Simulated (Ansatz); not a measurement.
One geometry of CdMe(NH2) (CH5CdN), several levels of theory.

```yaml
crystal:
  periodic: [false, false, false]
  atoms:
    - {symbol: Cd, position_ang: [0.000259, -0.048912, -0.325611]}
    - {symbol: C, position_ang: [-0.011198, 0.000884, 1.780702]}
    - {symbol: H, position_ang: [0.080378, 1.036136, 2.132650]}
    - {symbol: H, position_ang: [0.827805, -0.587201, 2.175354]}
    - {symbol: H, position_ang: [-0.950408, -0.423732, 2.158774]}
    - {symbol: N, position_ang: [0.010511, -0.285742, -2.351256]}
    - {symbol: H, position_ang: [0.837485, 0.139853, -2.779600]}
    - {symbol: H, position_ang: [-0.794851, 0.168714, -2.791003]}
basis:
  gaussian: {orbitals: def2-TZVP, initial_orbitals: start.molden}
hamiltonian: {xc: {name: B3LYP}, dispersion: d4}
scf: {omitted_lower_state_checks: [starts]}
output: {orbitals: {seedname: orbitals}}
```

The file start.molden holds the orbitals of an earlier run on this structure, at another level or in another basis.

```sh
$ ansatz run in.yaml --threads 4 --pin off --events-out ev --progress --plain --max-ram 3916MiB
```

Shortened log:

```
Functional definition: B3LYP
953 factors; their error is unknown
mean field evaluation 1: about -7176.1388 eV, gradient 5.8e0 eV
mean field evaluation 2: about -7176.1893 eV, gradient 4.8e-2 eV
mean field evaluation 4: about -7176.2423 eV, gradient 1.5e-4 eV
mean field -7176.24228812 eV, -263.7220398567 hartree, gradient 1.6e-5 eV, S^2 0.000000; 0 other end points of the search recorded, 0 dependent functions left out
reference -7176.24253884 eV, -263.7220490704 hartree; 19, 19 occupied and 113, 113 virtual orbitals, 953 factors
Total energy: -7176.42257528 eV, -263.7286652876 hartree
Checks for a lower state left out: starts
```

It took 2.3 s on 4 threads of Intel Xeon on a shared host.

First input, but with `hamiltonian: {xc: {name: B2PLYP}}` and without the key `output` (abridged; 4.4 s):

```
Functional definition: B2PLYP
mean field -7160.19654165 eV, -263.1323695503 hartree, gradient 1.4e-6 eV, S^2 0.000000
2 core orbitals not correlated: weight in the atoms' cores, before any rotation towards them, 1.000 or more for the frozen orbitals, at most 0.000 for the correlated occupied ones
second order -29.50261079 eV of doubles, -0.00000000 eV of singles
Total energy: -7168.16240452 eV, -263.4251096109 hartree
Checks for a lower state left out: starts
```

First input, but with `hamiltonian: {xc: pbe0, dispersion: d4}` (abridged; 2 s):

```
Functional definition: PBE0
mean field -7171.11956519 eV, -263.5337832613 hartree, gradient 1.7e-5 eV, S^2 0.000000
Total energy: -7171.21203815 eV, -263.5371815797 hartree
Checks for a lower state left out: starts
```

First input, but with `gaussian: {orbitals: STO-3G}`, `hamiltonian: {xc: hf}` (abridged; 0.66 s):

```
Functional definition: HF
mean field -149816.79276724 eV, -5505.6655847268 hartree, gradient 3.1e-5 eV, S^2 0.000000
Total energy: -149816.79276724 eV, -5505.6655847268 hartree
Checks for a lower state left out: starts
```

First input, but with `hamiltonian: {xc: pbe}`, `correlation: {method: rpa}` and without the key `output` (abridged; 3.3 s):

```
Functional definition: PBE
mean field -7171.19270534 eV, -263.5364711124 hartree, gradient 8.6e-7 eV, S^2 0.000000
2 core orbitals not correlated: weight in the atoms' cores, before any rotation towards them, 1.000 or more for the frozen orbitals, at most 0.000 for the correlated occupied ones
Total energy: -7167.02680876 eV, -263.3833772367 hartree
Checks for a lower state left out: starts
```

As the first input, with `hamiltonian: {xc: {name: wB97M-V}}` (abridged; 6.5 s):

```
Functional definition: wB97M-V
mean field -7171.27437003 eV, -263.5394722342 hartree, gradient 2.0e-5 eV, S^2 0.000000
Total energy: -7171.27442009 eV, -263.5394740739 hartree
Checks for a lower state left out: starts
```

As the first input, with `gaussian: {orbitals: def2-SVP, initial_orbitals: start.molden}`, `hamiltonian: {xc: pbe0, dispersion: d4}` (abridged; 1.5 s):

```
Functional definition: PBE0
mean field -7166.92459786 eV, -263.3796210552 hartree, gradient 7.2e-6 eV, S^2 0.000000
Total energy: -7167.01707195 eV, -263.3830194154 hartree
Checks for a lower state left out: starts
```

Geometry: PBE-D4/def2-TZVP.

In the def2 sets Cd takes a core potential, while STO-3G treats all electrons; there is no spin–orbit coupling. B3LYP takes the VWN-RPA correlation. Correlated methods freeze 2 core orbitals; core or outer-core shells of Cd are correlated, in sets that lack core-valence functions.
